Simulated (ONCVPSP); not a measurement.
## Transferability test, ONCV potential for antimony

ONCVPSP 4.0.1 input, shortened (lines: element, Z, core and valence counts, functional; n l f; lmax; l rc ep ncon nbas qcut; lloc lpopt rc5 dvloc0; l nproj debl; icmod fcfact rcfact), BLYP, scalar-relativistic:

```
  Sb 51.00    6    5  -106131      upf
    1    0    2.00
    2    0    2.00
    2    1    6.00
    3    0    2.00
    3    1    6.00
    3    2   10.00
    4    0    2.00
    4    1    6.00
    4    2   10.00
    5    0    2.00
    5    1    2.50
    2
    0    1.40    0.00    4    8    7.60
    1    1.35    0.00    5    9   11.60
    2    1.40    0.00    3    8   11.90
    4    5    1.15    0.00
    0    2    2.60
    1    2    2.90
    2    2    2.90
    3    4.00    1.15
```

Energies are relative to the spin-unpolarised reference configuration 4s2 4p6 4d10 5s2 5p2.5; without spin polarisation the order of configurations can differ from experiment.

```tsv
valence configuration	charge	ΔE all-electron (eV)	error AE − PS (meV)
4s2 4p6 4d10 5s2 5p3	0	-3.197	+0.6
4s2 4p6 4d9 5s2 5p4	0	27.847	+4.4
```

(1) What are ΔE and the potential's error for 4s2 4p6 4d10 5s2 5p1?

(2) What are ΔE and the potential's error for 4s2 4p6 4d10 5s2 5p2?

Levels in the configuration 4s2 4p6 4d10 5s2 5p2:

| level | all-electron (eV) | pseudo (eV) |
| --- | --- | --- |
| 4s | -157.066 | -157.066 |
| 4p | -110.023 | -110.022 |
| 4d | -41.768 | -41.769 |
| 5s | -20.557 | -20.557 |
| 5p | -11.897 | -11.897 |

Answers

(1) ΔE = 20.913 eV all-electron; the error (AE − PS) is -4.3 meV.

(2) ΔE = 5.000 eV all-electron; the error (AE − PS) is -1.0 meV.
